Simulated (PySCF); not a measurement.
# Ionisation energy of Mo¹⁹⁺ by level of theory

Mo¹⁹⁺ [Ar] 3d5 [3d3/2^4 3d5/2^1, M_J = 5/2] → Mo²⁰⁺ [Ar] 3d4 [3d3/2^4, M_J = 0], as a difference of total energies. Calculation: PySCF 2.14, in an uncontracted even-tempered set (17 s from 2.1 bohr⁻², ratio 2.8; 12 p from 2.7 bohr⁻², ratio 2.8; 8 d from 2.7 bohr⁻², ratio 2.8; 4 f from 10 bohr⁻², ratio 3); the two-component X2C-1e Hamiltonian. Correlated levels: [Ne] frozen; the 76 highest virtual spinors dropped. "Screened" scales the spin-orbit matrix elements by Boettger's factors to mimic the two-electron term; Breit and QED terms are absent.

```tsv
method	ionisation energy (eV)
GHF (spin-free)	833.59
GMP2 (spin-free)	833.91
GHF (screened spin-orbit)	831.38
GMP2 (screened spin-orbit)	831.59
```

**Question.** How much does correlation contribute at GMP2 (screened spin-orbit)?

**Answer.** 831.59 − (831.38) = 0.21 eV, measured against GHF (screened spin-orbit).

Breit and QED terms and the two-electron picture change are absent.

The spin-free rows relax to the high-spin LS determinant and lack the spin-orbit shift.

The labels give the starting determinants; with spin-orbit coupling the two ends relaxed to ⟨J²⟩ = 8.75, ⟨L²⟩ = 0.12, ⟨S²⟩ = 8.48 and ⟨J²⟩ = 2.68, ⟨L²⟩ = 5.47, ⟨S²⟩ = 5.47.

The determinant of Mo²⁰⁺ mixes levels of different J (the jj label is only the starting occupation), so the difference between spin-free and spin-orbit rows is not the physical spin-orbit shift.

For comparison: 829 ± 4 eV (theoretical estimate listed by NIST; NIST Atomic Spectra Database, ionization energies).
